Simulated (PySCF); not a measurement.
Compound: C6H8ClF.
Atom-mapped SMILES: `[F:1][CH2:2][C@H:3]1[CH2:4][CH2:5]/[C:6]1=[CH:7]\[Cl:8]` (hydrogens: H9, H10 on C2; H11 on C3; H12, H13 on C4; H14, H15 on C5; H16 on C7)

Level of theory: PySCF 2.14.0, density-fitted response routines, TDDFT wB97X-D/def2-SVPD, vertical, gas phase, core orbitals frozen in the response. Geometry: PBE0-D3(BJ)/def2-SVP, one conformer, isolated molecule. Torsions of this conformer, `[F:1][CH2:2][C@H:3]1[CH2:4][CH2:5]/[C:6]1=[CH:7]\[Cl:8]`: F1–C2–C3–C4 -171°.

```tsv
state	E (eV)	ν̃ (cm⁻¹)	f	main configurations (H = HOMO, L = LUMO)
S1	6.48	52230	0.356	H→L (92%)
S2	6.65	53670	0.023	H→L+2 (41%), H→L+1 (28%), H→L+9 (11%)
S3	7.22	58270	0.0051	H→L+3 (38%), H→L+1 (30%), H→L+4 (17%)
S4	7.36	59370	0.0007	H-1→L (90%)
S5	7.60	61270	0.0020	H-2→L (85%)
S6	7.72	62240	0.0024	H→L+3 (41%), H→L+1 (23%), H→L+2 (12%)
```

The lowest singlet comes at 191 nm (625 kJ/mol) in the vacuum ultraviolet; it is strong; its leading configuration is HOMO→LUMO (92%). The lowest level is also the most intense of those listed (f = 0.356). Löwdin shares by element: HOMO carbon 58% or more, chlorine 27%; LUMO carbon 57% or more, chlorine 8% (atoms not listed hold the other 34%). Orbital energies (eV): HOMO-3 -11.57, HOMO-2 -10.93, HOMO-1 -10.66, HOMO -8.83, LUMO 1.53, LUMO+1 2.34, LUMO+2 2.50. Weighted by f, the mean energy of these states is 6.51 eV. The listed states span 1.24 eV, and the widest gap between neighbours is 0.57 eV (S2 to S3). No computed singlet lies in the visible range (380 to 750 nm); the lowest, at 191 nm, stands 3.21 eV above its violet end (3.26 eV). Only the lowest 6 singlets were computed, as vertical energies without vibronic structure.

On x86-64 server, one thread, on a shared host, this took 77 s of wall time.
